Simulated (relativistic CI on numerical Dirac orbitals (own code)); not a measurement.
**Forbidden transitions in Gd24+**

Calculated at this level of theory: Dirac-Coulomb-Breit CI, orbitals from a KLI potential per configuration, QED by a radiative potential, unscaled Slater integrals (own radial code, finite nucleus).

Configurations in the expansion (outside the closed core [Ar] 3d10): 4s2.4p6.4d4, 4s2.4p5.4d5, 4s2.4p6.4d3.4f, 4s.4p6.4d5, 4s.4p6.4d4.4f, 4s2.4p6.4d3.5s, 4s2.4p6.4d3.5d, 4s2.4p6.4d3.6s, 4p6.4d6, 4p5.4d7, 4s2.4p6.4d2.5s2, 4s2.4p6.4d.4f.5s2, 4s.4p6.4d2.4f.5s2, 4s2.4p6.4d.5s2.5d, 4p6.4d5.5s, 4p5.4d6.5s. Double excitations out of closed p, d and f shells are left out; levels of such configurations are missing from the list, as are those of other unlisted configurations, and high levels can miss mixing partners.

| λ vac (nm) | Lower | Upper | Type | A (s⁻¹) | E lower (cm⁻¹) | E upper (cm⁻¹) |
| --- | --- | --- | --- | --- | --- | --- |
| 74.254 | 4s2.4p6.4d4 5D_2 [3] | 4s2.4p6.4d4 3D_1 [20] | M1 | 1.13e+03 | 62517.9 | 197190.2 |
| 81.772 | 4s2.4p6.4d4 5D_2 [3] | 4s2.4p6.4d4 3F_3 [18] | M1 | 1.32e+03 | 62517.9 | 184809.6 |
| 84.406 | 4s2.4p6.4d4 5D_2 [3] | 4s2.4p6.4d4 3F_2 [17] | M1 | 8.06e+02 | 62517.9 | 180993.1 |
| 90.673 | 4s2.4p6.4d4 5D_3 [5] | 4s2.4p6.4d4 3F_3 [18] | M1 | 6.36e+02 | 74523.1 | 184809.6 |
| 93.923 | 4s2.4p6.4d4 5D_3 [5] | 4s2.4p6.4d4 3F_2 [17] | M1 | 6.60e+03 | 74523.1 | 180993.1 |
| 102.78 | 4s2.4p6.4d4 5D_3 [5] | 4s2.4p6.4d4 3F_4 [16] | M1 | 1.29e+03 | 74523.1 | 171820.8 |
| 108.09 | 4s2.4p6.4d4 3H_4 [7] | 4s2.4p6.4d4 3F_4 [22] | M1 | 1.79e+03 | 111871.4 | 204384.9 |
| 108.96 | 4s2.4p6.4d4 5D_0 [6] | 4s2.4p6.4d4 3D_1 [20] | M1 | 5.05e+03 | 105415.7 | 197190.2 |
| 117.61 | 4s2.4p6.4d4 3H_4 [7] | 4s2.4p6.4d4 3G_5 [19] | M1 | 5.56e+02 | 111871.4 | 196897.8 |
| 118.83 | 4s2.4p6.4d4 3G_3 [8] | 4s2.4p6.4d4 3F_4 [22] | M1 | 1.38e+03 | 120229.1 | 204384.9 |
| 122.60 | 4s2.4p6.4d4 5D_1 [2] | 4s2.4p6.4d4 3F_2 [9] | M1 | 4.09e+03 | 39148.4 | 120715.8 |
| 125.34 | 4s2.4p6.4d4 3F_4 [4] | 4s2.4p6.4d4 3F_3 [15] | M1 | 2.35e+03 | 72830.2 | 152610.4 |
| 130.76 | 4s2.4p6.4d4 3F_2 [9] | 4s2.4p6.4d4 3D_1 [20] | M1 | 3.67e+03 | 120715.8 | 197190.2 |
| 138.48 | 4s2.4p6.4d4 5D_2 [3] | 4s2.4p6.4d4 3P_1 [11] | M1 | 5.14e+03 | 62517.9 | 134732.7 |
| 140.61 | 4s2.4p6.4d4 3H_5 [10] | 4s2.4p6.4d4 1I_6 [21] | M1 | 2.30e+03 | 131040.1 | 202160.7 |
| 150.90 | 4s2.4p6.4d4 5D_1 [2] | 4s2.4p6.4d4 5D_0 [6] | M1 | 1.08e+04 | 39148.4 | 105415.7 |
| 151.84 | 4s2.4p6.4d4 3H_5 [10] | 4s2.4p6.4d4 3G_5 [19] | M1 | 1.32e+03 | 131040.1 | 196897.8 |
| 154.85 | 4s2.4p6.4d4 3G_3 [8] | 4s2.4p6.4d4 3F_3 [18] | M1 | 3.43e+03 | 120229.1 | 184809.6 |
| 156.02 | 4s2.4p6.4d4 3F_2 [9] | 4s2.4p6.4d4 3F_3 [18] | M1 | 4.00e+03 | 120715.8 | 184809.6 |
| 160.11 | 4s2.4p6.4d4 3P_1 [11] | 4s2.4p6.4d4 3D_1 [20] | M1 | 2.34e+03 | 134732.7 | 197190.2 |
| 160.34 | 4s2.4p6.4d4 3H_6 [12] | 4s2.4p6.4d4 1I_6 [21] | M1 | 1.83e+03 | 139794.3 | 202160.7 |
| 166.81 | 4s2.4p6.4d4 3H_4 [7] | 4s2.4p6.4d4 3F_4 [16] | M1 | 4.68e+03 | 111871.4 | 171820.8 |
| 171.79 | 4s2.4p6.4d4 3F_4 [4] | 4s2.4p6.4d4 3H_5 [10] | M1 | 1.39e+03 | 72830.2 | 131040.1 |
| 171.83 | 4s2.4p6.4d4 5D_2 [3] | 4s2.4p6.4d4 3F_2 [9] | M1 | 1.49e+03 | 62517.9 | 120715.8 |
| 173.28 | 4s2.4p6.4d4 5D_2 [3] | 4s2.4p6.4d4 3G_3 [8] | M1 | 1.38e+03 | 62517.9 | 120229.1 |
| 175.12 | 4s2.4p6.4d4 3H_6 [12] | 4s2.4p6.4d4 3G_5 [19] | M1 | 8.58e+02 | 139794.3 | 196897.8 |
| 209.12 | 4s2.4p6.4d4 3G_4 [13] | 4s2.4p6.4d4 3G_5 [19] | M1 | 1.42e+03 | 149078.3 | 196897.8 |
| 218.79 | 4s2.4p6.4d4 5D_3 [5] | 4s2.4p6.4d4 3G_3 [8] | M1 | 1.69e+03 | 74523.1 | 120229.1 |
| 255.44 | 4s2.4p6.4d4 3P_0 [1] | 4s2.4p6.4d4 5D_1 [2] | M1 | 1.90e+03 | 0.0 | 39148.4 |
| 256.14 | 4s2.4p6.4d4 3F_4 [4] | 4s2.4p6.4d4 3H_4 [7] | M1 | 1.85e+03 | 72830.2 | 111871.4 |

Terms are leading LS components. Brackets give the number of a level in order of energy, since labels repeat. The list gives strong lines, with weight on those to low levels, among the lowest 200 of 2251 levels, so that lines to higher ones, which can be the strongest, are missing. Levels whose partners in the same complex of configurations lie outside the list can be far off, and so can their lines. Rates are taken at the computed energies, electric ones in the length gauge.

At this charge energies of transitions that change n are usually good to better than 1 %, and those within a shell (Δn = 0) to a few per cent. Terms inside the open d or f shell come out 10 to 20 % too wide with unscaled integrals.

LS names give the leading component of a level, which can be under half, so a name can repeat, a term be missing and a line seem to break the LS rules.
